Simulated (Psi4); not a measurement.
C₆H₈, singlet, at a GFN2-xTB geometry; MP2/STO-3G in Psi4.

Here is a job for Psi4.
```
memory 2 GB

molecule mol {
0 1
  C     0.998194    2.124351    0.427935
  C     0.771050    0.969097    0.192750
  C     0.472125   -0.383827   -0.107303
  C     1.309558   -1.360735    0.229957
  C    -0.842023   -0.618182   -0.801912
  C    -2.013866   -0.284761    0.120922
  H     1.210501    3.129420    0.641271
  H     2.238312   -1.161488    0.737195
  H     1.089971   -2.390667    0.004086
  H    -0.903969   -1.661691   -1.116670
  H    -0.895524    0.014971   -1.691849
  H    -1.961051    0.754675    0.437761
  H    -1.989415   -0.915905    1.007014
  H    -2.959052   -0.444983   -0.392901
}

set basis sto-3g
set reference rhf
set freeze_core true

energy('mp2')
print_variables()
```

What the program printed (banner, timings and long lists left out):

```
    SCF Algorithm Type (re)set to DF.

   => Loading Basis Set <=

    Name: STO-3G
    Role: ORBITAL
    Keyword: BASIS

         ---------------------------------------------------------
                                   SCF
               by Justin Turney, Rob Parrish, Andy Simmonett
                          and Daniel G. A. Smith
                              RHF Reference
         ---------------------------------------------------------

  ==> Geometry <==

    Molecular point group: c1
    Full point group: C1

    Geometry (in Angstrom), charge = 0, multiplicity = 1:

       Center              X                  Y                   Z               Mass
    ------------   -----------------  -----------------  -----------------  -----------------
         C            0.946514478900     2.091193061048     0.423299031283    12.000000000000
         C            0.719370478900     0.935939061048     0.188114031283    12.000000000000
         C            0.420445478900    -0.416984938952    -0.111938968717    12.000000000000
         C            1.257878478900    -1.393892938952     0.225321031283    12.000000000000
         C           -0.893702521100    -0.651339938952    -0.806547968717    12.000000000000
         C           -2.065545521100    -0.317918938952     0.116286031283    12.000000000000
         H            1.158821478900     3.096262061048     0.636635031283     1.007825032230
         H            2.186632478900    -1.194645938952     0.732559031283     1.007825032230
         H            1.038291478900    -2.423824938952    -0.000549968717     1.007825032230
         H           -0.955648521100    -1.694848938952    -1.121305968717     1.007825032230
         H           -0.947203521100    -0.018186938952    -1.696484968717     1.007825032230
         H           -2.012730521100     0.721517061048     0.433125031283     1.007825032230
         H           -2.041094521100    -0.949062938952     1.002378031283     1.007825032230
         H           -3.010731521100    -0.478140938952    -0.397536968717     1.007825032230

  Running in c1 symmetry.

  Rotational constants: A =      0.15652  B =      0.10245  C =      0.06837 [cm^-1]
  Rotational constants: A =   4692.48475  B =   3071.50495  C =   2049.60095 [MHz]
  Nuclear repulsion =  204.634582168486617

  Charge       = 0
  Multiplicity = 1
  Electrons    = 44
  Nalpha       = 22
  Nbeta        = 22

  ==> Algorithm <==

  SCF Algorithm Type is DF.
  DIIS enabled.
  MOM disabled.
  Fractional occupation disabled.
  Guess Type is SAD.
  Energy threshold   = 1.00e-08
  Density threshold  = 1.00e-08
  Integral threshold = 1.00e-12

  ==> Primary Basis <==

  Basis Set: STO-3G
    Blend: STO-3G
    Number of shells: 26
    Number of basis functions: 38
    Number of Cartesian functions: 38
    Spherical Harmonics?: true
    Max angular momentum: 1

   => Loading Basis Set <=

    Name: (STO-3G AUX)
    Role: JKFIT
    Keyword: DF_BASIS_SCF

  ==> Integral Setup <==

  SCF_SUBTYPE=INCORE selected. In-core MEM_DF algorithm will be used.
  Using in-core AOs.

  ==> MemDFJK: Density-Fitted J/K Matrices <==

    J tasked:                   Yes
    K tasked:                   Yes
    wK tasked:                   No
    Algorithm:                 Core
    Schwarz Cutoff:           1E-12
    Mask sparsity (%):       1.3850
    Fitting Condition:        1E-10

   => Auxiliary Basis Set <=

  Basis Set: (STO-3G AUX)
    Blend: DEF2-UNIVERSAL-JKFIT
    Number of shells: 198
    Number of basis functions: 594
    Number of Cartesian functions: 694
    Spherical Harmonics?: true
    Max angular momentum: 4

  Minimum eigenvalue in the overlap matrix is 1.3379984327E-01.
  Reciprocal condition number of the overlap matrix is 5.2929065602E-02.
    Using symmetric orthogonalization.

  ==> Pre-Iterations <==

  SCF Guess: Superposition of Atomic Densities via on-the-fly atomic UHF (no occupation information).

   -------------------------
    Irrep   Nso     Nmo
   -------------------------
     A         38      38
   -------------------------
    Total      38      38
   -------------------------

  ==> Iterations <==

                           Total Energy        Delta E     RMS |[F,P]|

   @DF-RHF iter SAD:  -224.44202444128209   -2.24442e+02   0.00000e+00
   @DF-RHF iter   1:  -228.95081877750937   -4.50879e+00   3.71138e-03 ADIIS/DIIS
   @DF-RHF iter   2:  -228.96414647041109   -1.33277e-02   1.62977e-03 ADIIS/DIIS
   @DF-RHF iter   3:  -228.96619817933586   -2.05171e-03   7.22526e-04 ADIIS/DIIS
   @DF-RHF iter   4:  -228.96666171524609   -4.63536e-04   1.36677e-04 ADIIS/DIIS
   @DF-RHF iter   5:  -228.96668372492661   -2.20097e-05   3.38216e-05 DIIS
   @DF-RHF iter   6:  -228.96668494901033   -1.22408e-06   8.20354e-06 DIIS
   @DF-RHF iter   7:  -228.96668514072795   -1.91718e-07   3.37063e-06 DIIS
   @DF-RHF iter   8:  -228.96668517581935   -3.50914e-08   1.40170e-06 DIIS
   @DF-RHF iter   9:  -228.96668518526815   -9.44880e-09   5.04540e-07 DIIS
   @DF-RHF iter  10:  -228.96668518660005   -1.33190e-09   1.73191e-07 DIIS
   @DF-RHF iter  11:  -228.96668518670808   -1.08031e-10   3.15623e-08 DIIS
   @DF-RHF iter  12:  -228.96668518671072   -2.64322e-12   4.83249e-09 DIIS
  Energy and wave function converged.

  ==> Post-Iterations <==

    Orbital Energies [Eh]
    ---------------------

    Doubly Occupied:

       1A    -11.057390     2A    -11.055886     3A    -11.039100
       4A    -11.024376     5A    -10.998046     6A    -10.984252
       7A     -1.064924     8A     -0.967434     9A     -0.932132
      10A     -0.823581    11A     -0.758217    12A     -0.652233
      13A     -0.614049    14A     -0.586844    15A     -0.554948
      16A     -0.519596    17A     -0.491440    18A     -0.458833
      19A     -0.447504    20A     -0.393065    21A     -0.330662
      22A     -0.274749

    Virtual:

      23A      0.260691    24A      0.391987    25A      0.479918
      26A      0.570640    27A      0.623621    28A      0.650718
      29A      0.689086    30A      0.704958    31A      0.714665
      32A      0.746677    33A      0.766397    34A      0.778869
      35A      0.783279    36A      0.941165    37A      1.034054
      38A      1.513308

    Final Occupation by Irrep:
              A
    DOCC [    22 ]
    NA   [    22 ]
    NB   [    22 ]

  @DF-RHF Final Energy:  -228.96668518671072

   => Energetics <=

    Nuclear Repulsion Energy =            204.6345821684866166
    One-Electron Energy =                -715.1440123971217417
    Two-Electron Energy =                 281.5427450419243769
    Total Energy =                       -228.9666851867107198

Computation Completed

Properties will be evaluated at   0.000000,   0.000000,   0.000000 [a0]

Properties computed using the SCF density matrix

 Multipole Moments:

 ------------------------------------------------------------------------------------
     Multipole            Electronic (a.u.)      Nuclear  (a.u.)        Total (a.u.)
 ------------------------------------------------------------------------------------

 L = 1.  Multiply by 2.5417464519 to convert [e a0] to [Debye]
 Dipole X            :          4.2016385           -4.2970443           -0.0954058
 Dipole Y            :          2.6671957           -2.7570335           -0.0898378
 Dipole Z            :          0.3480179           -0.3854694           -0.0374515
 Magnitude           :                                                    0.1362927

 ------------------------------------------------------------------------------------

  //>>>>>>>>>>>>>>>>>>>>>>>>>>>>>>>>>>>//
  //               DFMP2               //
  //<<<<<<<<<<<<<<<<<<<<<<<<<<<<<<<<<<<//

   => Loading Basis Set <=

    Name: (STO-3G AUX)
    Role: RIFIT
    Keyword: DF_BASIS_MP2

	 --------------------------------------------------------
	                          DF-MP2
	      2nd-Order Density-Fitted Moller-Plesset Theory

	        Rob Parrish, Justin Turney, Andy Simmonett,
	           Ed Hohenstein, and C. David Sherrill
	 --------------------------------------------------------

   => Auxiliary Basis Set <=

  Basis Set: (STO-3G AUX)
    Blend: DEF2-SVP-RI
    Number of shells: 144
    Number of basis functions: 400
    Number of Cartesian functions: 450
    Spherical Harmonics?: true
    Max angular momentum: 3

	 --------------------------------------------------------
	                 NBF =    38, NAUX =   400
	 --------------------------------------------------------
	   CLASS    FOCC     OCC    AOCC    AVIR     VIR    FVIR
	   PAIRS       6      22      16      16      16       0
	 --------------------------------------------------------

	-----------------------------------------------------------
	 ==================> DF-MP2 Energies <====================
	-----------------------------------------------------------
	 Reference Energy          =    -228.9666851867107198 [Eh]
	 Singles Energy            =      -0.0000000000000000 [Eh]
	 Same-Spin Energy          =      -0.0633749913537997 [Eh]
	 Opposite-Spin Energy      =      -0.3006319277606418 [Eh]
	 Correlation Energy        =      -0.3640069191144415 [Eh]
	 Total Energy              =    -229.3306921058251646 [Eh]
	-----------------------------------------------------------
	 ================> DF-SCS-MP2 Energies <==================
	-----------------------------------------------------------
	 SCS Same-Spin Scale       =       0.3333333333333333 [-]
	 SCS Opposite-Spin Scale   =       1.2000000000000000 [-]
	 SCS Same-Spin Energy      =      -0.0211249971179332 [Eh]
	 SCS Opposite-Spin Energy  =      -0.3607583133127701 [Eh]
	 SCS Correlation Energy    =      -0.3818833104307034 [Eh]
	 SCS Total Energy          =    -229.3485684971414287 [Eh]
	-----------------------------------------------------------

  Variable Map:
  ----------------------------------------------------------------------------
  "CURRENT CORRELATION ENERGY"           =>      -0.364006919114
  "CURRENT ENERGY"                       =>    -229.330692105825
  "CURRENT REFERENCE ENERGY"             =>    -228.966685186711
  "CUSTOM SCS-MP2 CORRELATION ENERGY"    =>      -0.381883310431
  "CUSTOM SCS-MP2 TOTAL ENERGY"          =>    -229.348568497141
  "DD SOLVATION ENERGY"                  =>       0.000000000000
  "HF KINETIC ENERGY"                    =>     227.387241635614
  "HF POTENTIAL ENERGY"                  =>    -456.353926822325
  "HF TOTAL ENERGY"                      =>    -228.966685186711
  "HF VIRIAL RATIO"                      =>       2.006946051765
  "MP2 CORRELATION ENERGY"               =>      -0.364006919114
  "MP2 DOUBLES ENERGY"                   =>      -0.364006919114
  "MP2 OPPOSITE-SPIN CORRELATION ENERGY" =>      -0.300631927761
  "MP2 SAME-SPIN CORRELATION ENERGY"     =>      -0.063374991354
  "MP2 SINGLES ENERGY"                   =>      -0.000000000000
  "MP2 TOTAL ENERGY"                     =>    -229.330692105825
  "NUCLEAR REPULSION ENERGY"             =>     204.634582168487
  "ONE-ELECTRON ENERGY"                  =>    -715.144012397122
  "PCM POLARIZATION ENERGY"              =>       0.000000000000
  "PE ENERGY"                            =>       0.000000000000
  "SCF ITERATION ENERGY"                 =>    -228.966685186711
  "SCF ITERATIONS"                       =>      12.000000000000
  "SCF TOTAL ENERGY"                     =>    -228.966685186711
  "SCS-MP2 CORRELATION ENERGY"           =>      -0.381883310431
  "SCS-MP2 TOTAL ENERGY"                 =>    -229.348568497141
  "TWO-ELECTRON ENERGY"                  =>     281.542745041924

  Array Variable Map:
  ----------------------------------------------------------------------------
  "CURRENT DIPOLE"                       =>      -0.095405796211 ... -0.037451498149 1 by 3
  "SCF DIPOLE"                           =>      -0.095405796211 ... -0.037451498149 1 by 3
  "SCF TOTAL ENERGIES"                   =>    -224.442024441282 ... -228.966685186711 1 by 13
```
